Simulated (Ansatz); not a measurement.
Zn₄O₄H₁₄⁺, relaxed as a doublet with UKS r2SCAN-D4/def2-SVP in Ansatz, starting from the r2SCAN-D4/def2-SVP geometry of the neutral singlet. Force threshold 0.03 eV/Å.

In the doublet geometry the species has come apart into loosely held pieces. In the charge 1 doublet, H13 and H16 lie 0.77 Å apart (atoms count from 1), so H2 has formed as a molecule.

Start:

```xyz
22

Zn    1.638    1.360    0.766
O    -0.712    0.900   -1.817
Zn    2.390   -0.857   -0.584
O     1.735   -0.718    1.286
O    -1.111   -1.105    0.215
Zn   -2.312   -0.112   -0.972
Zn   -0.220   -0.341    1.804
O    -2.433    1.518    0.356
H     1.639    0.629   -0.927
H     2.762    2.360    1.129
H     0.197    0.733   -1.456
H    -0.610    1.032   -2.769
H     0.933   -2.163   -1.539
H     3.523   -1.713   -1.181
H     2.314   -1.009    2.005
H     0.384   -1.855   -1.089
H    -1.429   -2.000    0.393
H    -3.525   -0.529   -1.829
H    -0.013    1.328    1.108
H    -0.704   -0.529    3.269
H    -1.506    1.675    0.657
H    -2.938    1.395    1.173
```

```json
{"step": "1", "energy (eV)": "-202049.4754", "largest force component (eV/Å)": "0.671", "SCF passes": "57"}
{"step": "2", "energy (eV)": "-202049.6108", "largest force component (eV/Å)": "0.779", "SCF passes": "31"}
{"step": "3", "energy (eV)": "-202049.6593", "largest force component (eV/Å)": "0.911", "SCF passes": "25"}
{"step": "4", "energy (eV)": "-202049.6921", "largest force component (eV/Å)": "0.852", "SCF passes": "25"}
{"step": "5", "energy (eV)": "-202049.7304", "largest force component (eV/Å)": "0.417", "SCF passes": "31"}
{"step": "6", "energy (eV)": "-202049.7540", "largest force component (eV/Å)": "0.419", "SCF passes": "33"}
{"step": "7", "energy (eV)": "-202049.7653", "largest force component (eV/Å)": "0.700", "SCF passes": "33"}
{"step": "8", "energy (eV)": "-202049.7829", "largest force component (eV/Å)": "0.587", "SCF passes": "26"}
{"step": "9", "energy (eV)": "-202049.8175", "largest force component (eV/Å)": "0.207", "SCF passes": "35"}
{"step": "10", "energy (eV)": "-202049.8681", "largest force component (eV/Å)": "0.147", "SCF passes": "29"}
{"step": "11", "energy (eV)": "-202049.9151", "largest force component (eV/Å)": "0.332", "SCF passes": "27"}
{"step": "12", "energy (eV)": "-202049.9638", "largest force component (eV/Å)": "0.453", "SCF passes": "26"}
{"step": "13", "energy (eV)": "-202050.0104", "largest force component (eV/Å)": "0.427", "SCF passes": "25"}
{"step": "14", "energy (eV)": "-202050.0422", "largest force component (eV/Å)": "0.322", "SCF passes": "25"}
{"step": "15", "energy (eV)": "-202050.0583", "largest force component (eV/Å)": "0.107", "SCF passes": "22"}
{"step": "16", "energy (eV)": "-202050.0673", "largest force component (eV/Å)": "0.154", "SCF passes": "22"}
{"step": "17", "energy (eV)": "-202050.0701", "largest force component (eV/Å)": "0.125", "SCF passes": "22"}
{"step": "18", "energy (eV)": "-202050.0727", "largest force component (eV/Å)": "0.063", "SCF passes": "24"}
{"step": "19", "energy (eV)": "-202050.0730", "largest force component (eV/Å)": "0.061", "SCF passes": "23"}
{"step": "20", "energy (eV)": "-202050.0742", "largest force component (eV/Å)": "0.035", "SCF passes": "24"}
{"step": "21", "energy (eV)": "-202050.0746", "largest force component (eV/Å)": "0.016", "SCF passes": "24"}
```

Force components are those of the run's own axes.

End:

```xyz
22

Zn    1.9682    1.1871    0.7703
O    -0.8009    0.9478   -1.6797
Zn    2.4530   -1.0799   -0.5882
O     1.7548   -0.8931    1.2742
O    -1.1093   -1.1814    0.2903
Zn   -2.3560   -0.2770   -0.9218
Zn   -0.1635   -0.2507    1.6370
O    -2.4276    1.2872    0.5395
H     1.7415    0.5439   -0.8046
H     2.7236    2.3201    1.4973
H     0.1329    0.8042   -1.4176
H    -0.7846    1.1807   -2.6209
H     0.9498   -2.1337   -1.7724
H     3.5620   -1.8610   -1.2845
H     2.2613   -1.2979    1.9970
H     0.4312   -1.7955   -1.3176
H    -1.1653   -2.1461    0.3358
H    -3.5331   -0.6414   -1.8240
H     0.3535    1.3852    1.5252
H    -0.5421    0.3386    3.0706
H    -2.2505    2.1694    0.1749
H    -3.1988    1.3935    1.1194
```

By distances, no bond broke or formed. The bond that changes most is Zn1–H9, from 1.84 to 1.72 Å (atoms count from 1). A close non-bonded pair moves further: H19–H21, from 1.60 to 3.04 Å.

No frequencies were taken in this run, so the end may be a saddle point.

Hardware: 2 threads of AMD EPYC 7R13 on a shared host and a share (18 GiB) of an NVIDIA H100 80GB HBM3. Wall time 78 s, peak host memory 0.96 GiB.
